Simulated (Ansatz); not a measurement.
Nudged elastic band run: LiBe16

Input:

```yaml
crystal:
  lattice:
    - [-2.29, -3.966396, 0.0]
    - [3.435, -1.983198, 0.0]
    - [0.0, 0.0, 7.17686]
  atoms:
    - { symbol: Be, position: [0.76017521, 0.48120013, 0.0026544] }
    - { symbol: Be, position: [0.44058875, 0.60952879, 0.25693453] }
    - { symbol: Be, position: [0.76036309, 0.48099275, 0.51126045] }
    - { symbol: Be, position: [0.51708696, 0.28742458, 0.75694922] }
    - { symbol: Be, position: [0.50561386, -0.06894675, 0.0031841] }
    - { symbol: Be, position: [0.2270701, 0.99396045, 0.25666588] }
    - { symbol: Be, position: [0.50577007, -0.06890261, 0.51053442] }
    - { symbol: Be, position: [0.2575627, 0.79343915, 0.75684839] }
    - { symbol: Be, position: [0.26503736, 0.4336057, 0.00355377] }
    - { symbol: Be, position: [0.03324075, 0.38900579, 0.25700437] }
    - { symbol: Be, position: [0.26537194, 0.43326699, 0.51033243] }
    - { symbol: Be, position: [0.01115533, 0.30487055, 0.75689831] }
    - { symbol: Be, position: [-0.007078, -0.01370593, 0.00196808] }
    - { symbol: Be, position: [0.82468014, 0.78918558, 0.2568095] }
    - { symbol: Be, position: [-0.00678465, -0.01392713, 0.51159096] }
    - { symbol: Be, position: [0.76132139, 0.7978711, 0.75681571] }
    - { symbol: Li, position: [0.62721061, 0.20048707, 0.25689079] }
basis:
  ecutwfc: 420.0
kpoints:
  mp_grid: { grid: [5, 5, 3] }
hamiltonian:
  xc: pbe
scf:
  occupations: { method: fermi_dirac, width: 0.15 }
  lower_state_search: "off"
neb:
  images: 5
  f_tol: 0.05
  initial_path: idpp
  max_iterations: 24
  final_atoms:
    - { symbol: Be, position: [0.82426307, 0.54368231, 0.00703535] }
    - { symbol: Be, position: [0.50584101, 0.40264331, 0.26066865] }
    - { symbol: Be, position: [0.76139824, 0.53561515, 0.5070085] }
    - { symbol: Be, position: [0.5058105, 0.40256937, 0.75337496] }
    - { symbol: Be, position: [0.44022024, -0.27646219, 0.00696301] }
    - { symbol: Be, position: [0.2652792, 0.90067475, 0.26031128] }
    - { symbol: Be, position: [0.51736583, 0.04609867, 0.50699168] }
    - { symbol: Be, position: [0.26541576, 0.90077139, 0.75358601] }
    - { symbol: Be, position: [0.22690872, 0.33886229, 0.00710561] }
    - { symbol: Be, position: [-0.00714235, 0.34740377, 0.26194056] }
    - { symbol: Be, position: [0.2576675, 0.54008906, 0.50701689] }
    - { symbol: Be, position: [-0.00716904, 0.34729185, 0.75214557] }
    - { symbol: Be, position: [0.03302394, -0.05619555, 0.00693684] }
    - { symbol: Be, position: [0.76029652, 0.852255, 0.26130775] }
    - { symbol: Be, position: [0.01126179, 0.02867085, 0.50695803] }
    - { symbol: Be, position: [0.76030423, 0.85225347, 0.75270196] }
    - { symbol: Li, position: [0.62686378, 0.13271964, 0.00703442] }
  order_check: false
```

Command:

```bash
$ ansatz run input.yaml --threads 1 --pin off --max-ram 3072MiB --backend cpu --events-out ev --progress --plain --runs-dir out
```

Output, in part (warnings, iteration lines):

```
NEB end point (image 0): max|allowed force component| = 1.978e-2 eV/Å (the criterion of neb.relax_end_points is 1.000e-2)
NEB end point (image 6): max|allowed force component| = 9.637e-3 eV/Å (the criterion of neb.relax_end_points is 1.000e-2)
NEB iter   1: max|band force component| = 1.241e0 eV/Å  barrier→ = 1.1792 eV  barrier← = 1.1792 eV  Δτ_max = 0.0469 Å  (42 SCF iters)
NEB iter   2: max|band force component| = 7.199e-1 eV/Å  barrier→ = 0.9407 eV  barrier← = 0.9408 eV  Δτ_max = 0.0942 Å  (25 SCF iters)
NEB iter   3: max|band force component| = 2.257e-1 eV/Å  barrier→ = 0.7547 eV  barrier← = 0.7548 eV  CI = image 3  Δτ_max = 0.0457 Å  (28 SCF iters)
NEB iter   4: max|band force component| = 1.354e-1 eV/Å  barrier→ = 0.7261 eV  barrier← = 0.7262 eV  CI = image 3  Δτ_max = 0.0688 Å  (25 SCF iters)
NEB iter   5: max|band force component| = 1.389e-1 eV/Å  barrier→ = 0.7127 eV  barrier← = 0.7128 eV  CI = image 3  Δτ_max = 0.0346 Å  (25 SCF iters)
NEB iter   6: max|band force component| = 1.229e-1 eV/Å  barrier→ = 0.6931 eV  barrier← = 0.6932 eV  CI = image 3  Δτ_max = 0.0345 Å  (25 SCF iters)
NEB iter   7: max|band force component| = 8.996e-2 eV/Å  barrier→ = 0.6742 eV  barrier← = 0.6743 eV  CI = image 3  Δτ_max = 0.0344 Å  (25 SCF iters)
NEB iter   8: max|band force component| = 1.086e-1 eV/Å  barrier→ = 0.6570 eV  barrier← = 0.6571 eV  CI = image 3  Δτ_max = 0.0345 Å  (25 SCF iters)
NEB iter   9: max|band force component| = 8.544e-2 eV/Å  barrier→ = 0.6435 eV  barrier← = 0.6436 eV  CI = image 3  Δτ_max = 0.0345 Å  (25 SCF iters)
NEB iter  10: max|band force component| = 1.028e-1 eV/Å  barrier→ = 0.6339 eV  barrier← = 0.6340 eV  CI = image 3  Δτ_max = 0.0172 Å  (25 SCF iters)
NEB iter  11: max|band force component| = 6.392e-2 eV/Å  barrier→ = 0.6304 eV  barrier← = 0.6304 eV  CI = image 3  Δτ_max = 0.0172 Å  (25 SCF iters)
NEB iter  12: max|band force component| = 6.875e-2 eV/Å  barrier→ = 0.6276 eV  barrier← = 0.6276 eV  CI = image 3  Δτ_max = 0.0173 Å  (24 SCF iters)
NEB iter  13: max|band force component| = 5.423e-2 eV/Å  barrier→ = 0.6249 eV  barrier← = 0.6250 eV  CI = image 3  Δτ_max = 0.0172 Å  (25 SCF iters)
NEB iter  14: max|band force component| = 6.838e-2 eV/Å  barrier→ = 0.6224 eV  barrier← = 0.6225 eV  CI = image 3  Δτ_max = 0.0173 Å  (25 SCF iters)
NEB iter  15: max|band force component| = 5.825e-2 eV/Å  barrier→ = 0.6195 eV  barrier← = 0.6196 eV  CI = image 3  Δτ_max = 0.0346 Å  (25 SCF iters)
NEB iter  16: max|band force component| = 4.730e-2 eV/Å  barrier→ = 0.6166 eV  barrier← = 0.6167 eV  CI = image 3  Δτ_max = 0.0000 Å  (25 SCF iters)
```

The run converged. The order of the stationary point at the top wasn't checked. Limits of this set-up: coarse k mesh.

Final band (atoms are numbered from 1 in the order of the input):

| image | path coordinate (Å) | energy (eV) | Be3–Li17 (Å) | Be7–Li17 (Å) | Be4–Li17 (Å) |
| --- | --- | --- | --- | --- | --- |
| 0 | 0.00 | 0.00 | 2.22 | 2.18 | 3.64 |
| 1 | 0.61 | 0.09 | 2.37 | 2.19 | 3.50 |
| 2 | 1.22 | 0.42 | 2.72 | 2.32 | 3.12 |
| 3 | 1.82 | 0.62 | 3.14 | 2.58 | 2.72 |
| 4 | 2.42 | 0.41 | 3.52 | 3.04 | 2.40 |
| 5 | 3.02 | 0.09 | 3.84 | 3.45 | 2.22 |
| 6 | 3.62 | 0.00 | 3.98 | 3.64 | 2.18 |

Time of the run: 22 min on 1 thread of Arm Neoverse V1 (shared host), peak memory 0.74 GiB.
